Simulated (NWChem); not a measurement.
Program: NWChem. System: C2H4Cl2, charge 0, spin multiplicity 1, at a geometry optimised with PBE0/def2-SVP. The structure started from a generated list of species. Level: MP2/def2-TZVP, 12 core orbitals frozen.

Input file:

```
start mol
memory heap 200 mb stack 800 mb global 1000 mb
geometry units angstroms nocenter noautoz
  C      1.701657     0.320633     0.000000
  C      0.205652     0.499187     0.000000
  Cl    -0.516914    -0.214892    -1.466991
  Cl    -0.516914    -0.214892     1.466991
  H      1.955708    -0.748495     0.000000
  H      2.132937     0.790351    -0.896002
  H      2.132937     0.790351     0.896002
  H     -0.090372     1.555195     0.000000
  symmetry group Cs
end
basis spherical
  * library def2-tzvp
end
scf
  rhf
  nopen 0
  maxiter 100
  thresh 1e-7
  semidirect memsize 60000000 filesize 0
end
mp2
  freeze core 12
end
task mp2 energy
```

Output (cleaned and shortened):

```
             Northwest Computational Chemistry Package (NWChem) 7.3.0
             --------------------------------------------------------

                                NWChem Input Module
                                -------------------

 Scaling coordinates for geometry "geometry" by  1.889725989
 (inverse scale =  0.529177249)

 Turning off AUTOSYM since
 SYMMETRY directive was detected!

                             Geometry "geometry" -> ""
                             -------------------------

 Output coordinates in angstroms (scale by  1.889725989 to convert to a.u.)

  No.       Tag          Charge          X              Y              Z
 ---- ---------------- ---------- -------------- -------------- --------------
    1 C                    6.0000     1.70165700     0.32063300     0.00000000
    2 C                    6.0000     0.20565200     0.49918700     0.00000000
    3 Cl                  17.0000    -0.51691400    -0.21489200    -1.46699100
    4 Cl                  17.0000    -0.51691400    -0.21489200     1.46699100
    5 H                    1.0000     1.95570800    -0.74849500     0.00000000
    6 H                    1.0000     2.13293700     0.79035100    -0.89600200
    7 H                    1.0000     2.13293700     0.79035100     0.89600200
    8 H                    1.0000    -0.09037200     1.55519500     0.00000000

 Effective nuclear repulsion energy (a.u.)     208.9369525885

            Nuclear Dipole moment (a.u.)
            ----------------------------
        X                 Y               Z
 ---------------- ---------------- ----------------
    -0.0000226767    -0.0000113384     0.0000000000

      Symmetry information
      --------------------

 Group name             Cs
 Group number              2
 Group order               2
 No. of unique centers     6

      Symmetry unique atoms

     1    2    3    5    6    8


 Summary of "ao basis" -> "" (spherical)
 ------------------------------------------------------------------------------
       Tag                 Description            Shells   Functions and Types
 ---------------- ------------------------------  ------  ---------------------
 *                         def2-tzvp                  on all atoms

 Summary of "ao basis" -> "ao basis" (spherical)
 ------------------------------------------------------------------------------
       Tag                 Description            Shells   Functions and Types
 ---------------- ------------------------------  ------  ---------------------
 C                         def2-tzvp                11       31   5s3p2d1f
 Cl                        def2-tzvp                13       37   5s5p2d1f
 H                         def2-tzvp                 4        6   3s1p

                                 NWChem SCF Module
                                 -----------------

  ao basis        = "ao basis"
  functions       =   160
  atoms           =     8
  closed shells   =    25
  open shells     =     0
  charge          =   0.00
  wavefunction    = RHF
  use symmetry    = T
  symmetry adapt  = T

 Summary of "ao basis" -> "ao basis" (spherical)
 ------------------------------------------------------------------------------
       Tag                 Description            Shells   Functions and Types
 ---------------- ------------------------------  ------  ---------------------
 C                         def2-tzvp                11       31   5s3p2d1f
 Cl                        def2-tzvp                13       37   5s5p2d1f
 H                         def2-tzvp                 4        6   3s1p

      Symmetry analysis of basis
      --------------------------

        a'         95
        a"         65

 Forming initial guess at       0.1s

      Superposition of Atomic Density Guess
      -------------------------------------

 Sum of atomic energies:        -996.29727042

      Non-variational initial energy
      ------------------------------

 Total energy =    -997.985352
 1-e energy   =   -1788.854851
 2-e energy   =     581.932546
 HOMO         =      -0.360147
 LUMO         =       0.039700

      Symmetry analysis of molecular orbitals - initial
      -------------------------------------------------

  Numbering of irreducible representations:

     1 a'          2 a"

  Orbital symmetries:

     1 a'          2 a"          3 a'          4 a'          5 a'
     6 a"          7 a'          8 a"          9 a'         10 a'
    11 a"         12 a"         13 a'         14 a'         15 a"
    16 a'         17 a'         18 a"         19 a'         20 a"
    21 a'         22 a"         23 a'         24 a"         25 a'
    26 a'         27 a"         28 a'         29 a'         30 a"
    31 a'         32 a'         33 a'         34 a"         35 a'

 Starting SCF solution at       4.4s

 ----------------------------------------------
         Quadratically convergent ROHF

 Convergence threshold     :          1.000E-07
 Maximum no. of iterations :          100
 Final Fock-matrix accuracy:          1.000E-09
 ----------------------------------------------

              iter       energy          gnorm     gmax       time
             ----- ------------------- --------- --------- --------
                 1     -997.0402817917  9.61D-01  2.00D-01      4.7
                 2     -997.1038216785  3.32D-01  7.72D-02      5.6
                 3     -997.1148772946  2.81D-02  4.31D-03      7.1
                 4     -997.1149910287  2.71D-04  4.79D-05      8.8
                 5     -997.1149910384  5.82D-08  1.30D-08     11.7

       Final RHF  results
[...]
        Time for solution =      7.3s

       Symmetry analysis of molecular orbitals - final
       -----------------------------------------------

  Numbering of irreducible representations:

     1 a'          2 a"

  Orbital symmetries:

     1 a'          2 a"          3 a'          4 a'          5 a"
     6 a'          7 a"          8 a'          9 a'         10 a"
    11 a"         12 a'         13 a'         14 a"         15 a'
    16 a'         17 a'         18 a"         19 a'         20 a'
    21 a"         22 a'         23 a"         24 a'         25 a"
    26 a'         27 a'         28 a'         29 a"         30 a"
    31 a'         32 a'         33 a'         34 a"         35 a"

             Final eigenvalues
             -----------------

              1
    1 -104.8375
    2 -104.8375
    3  -11.3673
    4  -11.2509
    5  -10.5658
    6  -10.5658
    7   -8.0326
    8   -8.0326
    9   -8.0311
   10   -8.0311
   11   -8.0310
   12   -8.0310
   13   -1.1956
   14   -1.0890
   15   -1.0059
   16   -0.8307
   17   -0.6637
   18   -0.6272
   19   -0.5975
   20   -0.5472
   21   -0.5336
   22   -0.4653
   23   -0.4639
   24   -0.4415
   25   -0.4388
   26    0.1347
   27    0.1616
   28    0.1767
   29    0.1915
   30    0.2114
   31    0.2249
   32    0.2475
   33    0.3016
   34    0.3440
   35    0.3461

                       ROHF Final Molecular Orbital Analysis
                       -------------------------------------

 Vector   23  Occ=2.000000D+00  E=-4.639403D-01  Symmetry=a"
              MO Center= -4.4D-01, -1.6D-01,  4.0D-15, r^2= 3.5D+00
   Bfn.  Coefficient  Atom+Function         Bfn.  Coefficient  Atom+Function
  ----- ------------  ---------------      ----- ------------  ---------------
    77      0.273614  3 Cl px               114     -0.273614  4 Cl px
    78     -0.271360  3 Cl py               115      0.271360  4 Cl py
    80      0.180305  3 Cl px                81     -0.180323  3 Cl py
   117     -0.180305  4 Cl px               118      0.180323  4 Cl py

 Vector   24  Occ=2.000000D+00  E=-4.415392D-01  Symmetry=a'
              MO Center= -3.2D-01, -4.9D-02, -5.5D-15, r^2= 3.4D+00
   Bfn.  Coefficient  Atom+Function         Bfn.  Coefficient  Atom+Function
  ----- ------------  ---------------      ----- ------------  ---------------
    78      0.270523  3 Cl py               115      0.270523  4 Cl py
    77     -0.230443  3 Cl px               114     -0.230443  4 Cl px
    81      0.193861  3 Cl py               118      0.193861  4 Cl py
    80     -0.165662  3 Cl px               117     -0.165662  4 Cl px

 Vector   25  Occ=2.000000D+00  E=-4.388381D-01  Symmetry=a"
              MO Center= -4.6D-01, -1.7D-01, -2.2D-14, r^2= 3.5D+00
   Bfn.  Coefficient  Atom+Function         Bfn.  Coefficient  Atom+Function
  ----- ------------  ---------------      ----- ------------  ---------------
    79      0.301441  3 Cl pz               116      0.301441  4 Cl pz
    77     -0.209105  3 Cl px               114      0.209105  4 Cl px
    82      0.203551  3 Cl pz               119      0.203551  4 Cl pz
    78     -0.166705  3 Cl py               115      0.166705  4 Cl py

 Vector   26  Occ=0.000000D+00  E= 1.347148D-01  Symmetry=a'
              MO Center=  9.0D-01,  1.1D+00,  6.5D-16, r^2= 6.4D+00
   Bfn.  Coefficient  Atom+Function         Bfn.  Coefficient  Atom+Function
  ----- ------------  ---------------      ----- ------------  ---------------
     5      4.197448  1 C  s                157     -2.011543  8 H  s
   139     -1.519105  5 H  s                145     -1.497719  6 H  s
   151     -1.497719  7 H  s                 44      0.941570  2 C  py
    36      0.716264  2 C  s                 43     -0.605554  2 C  px
     4     -0.576128  1 C  s                 13     -0.328828  1 C  py

 Vector   27  Occ=0.000000D+00  E= 1.616177D-01  Symmetry=a'
              MO Center=  1.0D+00,  2.5D-01, -6.0D-15, r^2= 7.5D+00
   Bfn.  Coefficient  Atom+Function         Bfn.  Coefficient  Atom+Function
  ----- ------------  ---------------      ----- ------------  ---------------
     5      5.586022  1 C  s                 36     -3.525442  2 C  s
   145     -1.584151  6 H  s                151     -1.584151  7 H  s
   139     -1.173001  5 H  s                 12     -0.797692  1 C  px
   157      0.738684  8 H  s                 35     -0.729659  2 C  s
    67      0.601072  3 Cl s                104      0.601072  4 Cl s

 Vector   28  Occ=0.000000D+00  E= 1.767495D-01  Symmetry=a'
              MO Center=  3.9D-01,  6.6D-01,  7.4D-14, r^2= 7.0D+00
   Bfn.  Coefficient  Atom+Function         Bfn.  Coefficient  Atom+Function
  ----- ------------  ---------------      ----- ------------  ---------------
     5      3.862761  1 C  s                 36     -3.759707  2 C  s
   157      3.007952  8 H  s                139     -1.767733  5 H  s
    44     -1.621722  2 C  py                43     -0.711635  2 C  px
    12     -0.585238  1 C  px                35      0.561476  2 C  s
   145     -0.473308  6 H  s                151     -0.473308  7 H  s

 center of mass
 --------------
 x =  -0.13666042 y =  -0.05372240 z =   0.00000000

 moments of inertia (a.u.)
 ------------------
         584.812298580094         -61.163368500730           0.000000000000
         -61.163368500730         780.604852098218           0.000000000000
           0.000000000000           0.000000000000         278.895755046694

  Mulliken analysis of the total density
  --------------------------------------

    Atom       Charge   Shell Charges
 -----------   ------   -------------------------------------------------------
    1 C    6     6.30   0.85  1.12  0.48  0.68  0.07  1.25  1.39  0.37  0.02  0.06  0.00
    2 C    6     5.90   0.85  1.12  0.48  0.73 -0.09  1.13  1.35  0.11  0.03  0.18  0.01
    3 Cl  17    17.14   2.01  0.45  1.52  1.09  0.85  4.18  1.69  1.07  2.81  1.42  0.01  0.04  0.01
    4 Cl  17    17.14   2.01  0.45  1.52  1.09  0.85  4.18  1.69  1.07  2.81  1.42  0.01  0.04  0.01
    5 H    1     0.88   0.26  0.48  0.11  0.02
    6 H    1     0.88   0.26  0.49  0.11  0.02
    7 H    1     0.88   0.26  0.49  0.11  0.02
    8 H    1     0.87   0.27  0.49  0.09  0.02

       Multipole analysis of the density wrt the origin
       ------------------------------------------------

     L   x y z        total         open         nuclear
     -   - - -        -----         ----         -------
     0   0 0 0     -0.000000      0.000000     50.000000

     1   1 0 0      0.698014      0.000000     -0.000023
     1   0 1 0      0.539849      0.000000     -0.000011
     1   0 0 1     -0.000000      0.000000      0.000000

     2   2 0 0    -27.869009      0.000000    141.571916
     2   1 1 0      0.292975      0.000000     33.687615
     2   1 0 1     -0.000000      0.000000      0.000000
     2   0 2 0    -27.575804      0.000000     28.247891
     2   0 1 1      0.000000      0.000000      0.000000
     2   0 0 2    -30.517337      0.000000    267.029074

                   NWChem MP2 Semi-direct Energy/Gradient Module
                   ---------------------------------------------

  Basis functions       =    160
  Molecular orbitals    =    160
  Frozen core           =     12
  Frozen virtuals       =      0
  Active alpha occupied =     13
  Active beta occupied  =     13
  Active alpha virtual  =    135
  Active beta virtual   =    135
  Use MO symmetry       = T
  Use skeleton AO sym   = T

  AO/Fock/Back tols     =   1.0D-09  1.0D-09  1.0D-09

 GA uses MA = F    GA memory limited = T

 Available:
  local mem=  1.15D+08
 global mem=  1.31D+08
 local disk=  0.00D+00
  mp2_memr nvloc                   135
  nvloc new                   135
   1 passes of  13:        5242880                     139938                  74619365.
   1 passes of  13: M    114679428           G      131020800           F     109436548.

 Semi-direct pass number   1 of   1  for RHF alpha+beta  at       11.9s
  vrange nnbf                 12498
  mp2_eaftype                   284  avail_ma_in_mb                   999
 EAF : mp2_eaftype filesize         284   37309682.
  mp2_eaf for mointskh                    284
Node 0 wrote    175.5 Mb in      0.1 s     Agg I/O rate:  2189.9 Mb/s
 Done moints_semi at       26.1s
  mp2_eaftype                   284  avail_ma_in_mb                   715
 EAF : mp2_eaftype filesize         284   37309682.
  mp2_eaf for kh                   284
 Done maket at       26.9s
 Done multipass loop at       26.9s

          -------------------------------------------
          SCF energy                -997.114991038358
          Correlation energy          -0.712727259990
          Singlet pairs               -0.452368769059
          Triplet pairs               -0.260358490930
          Total MP2 energy          -997.827718298348
          -------------------------------------------

          ---------------------------------------------------
                    Spin Component Scaled (SCS) MP2
          Same spin pairs                     -0.173572327287
          Same spin scaling factor             0.333333333333
          Opposite spin pairs                 -0.539154932703
          Opposite spin scaling fact.          1.200000000000
          SCS-MP2 correlation energy          -0.704843361672
          Total SCS-MP2 energy              -997.819834400031
          ---------------------------------------------------

 -----------------------
 Performance information
 -----------------------

 Timer overhead =  1.89D-07 seconds/call

               Nr. of calls         CPU time (s)                 Wall time (s)                GFlops
             ---------------    -------------------     ------------------------------   -------------------
Name         Min   Avg   Max    Min     Avg     Max     Min     Avg     Max   Mx/calls   Min     Max     Sum
mp2: moin     1     1     1    14.     14.     14.      14.     14.     14.     14.      0.0     0.0     0.0
mp2: make     1     1     1   0.76    0.76    0.76     0.76    0.76    0.76    0.76      0.0     0.0     0.0
mp2: tota     1     1     1    15.     15.     15.      15.     15.     15.     15.      0.0     0.0     0.0

 The average no. of pstat calls per process was 3.00D+00
 with a timing overhead of 5.68D-07s

 Task  times  cpu:       26.9s     wall:       26.9s

 Total times  cpu:       26.9s     wall:       26.9s
```
